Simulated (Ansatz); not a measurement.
System: propane-1,1-diselenol, C$_{3}$H$_{8}$Se$_{2}$ (charge 0, singlet). 
Structure (B3LYP-D3(BJ)/def2-TZVP (Ansatz, an electronic-structure program) minimum search):
SMILES: C([SeH])([SeH])CC
```xyz
13

C     -2.6245    -0.1696     1.1737
C     -1.4829     0.7425     0.7265
C     -0.1473     0.0252     0.5720
Se    -0.3120    -1.4053    -0.8003
Se     1.3487     1.2652     0.2281
H     -3.5301     0.4143     1.3448
H     -2.3749    -0.6842     2.1040
H     -2.8570    -0.9296     0.4263
H     -1.7381     1.2295    -0.2181
H     -1.3421     1.5403     1.4592
H      0.1367    -0.4569     1.5061
H      1.1364    -1.6258    -0.9116
H      0.8501     1.6878    -1.0907
```

Basis-set convergence of Hartree-Fock and CCSD correlation energies (hartree) with Ansatz. Valence correlation only, unless marked. No spin-orbit coupling. The frozen core is the preceding noble-gas configuration, with the filled d and f shells of earlier blocks. No relativistic terms.

```
basis        functions        E(HF)  E(corr, CCSD)
-----------  ---------  -----------  -------------
aug-cc-pVDZ        213  -4917.89091       -0.77922
aug-cc-pVTZ        440            …              …
```

What belongs in the gaps?


- aug-cc-pVTZ, E(HF): -4918.06648
- aug-cc-pVTZ, E(corr, CCSD): -0.92382
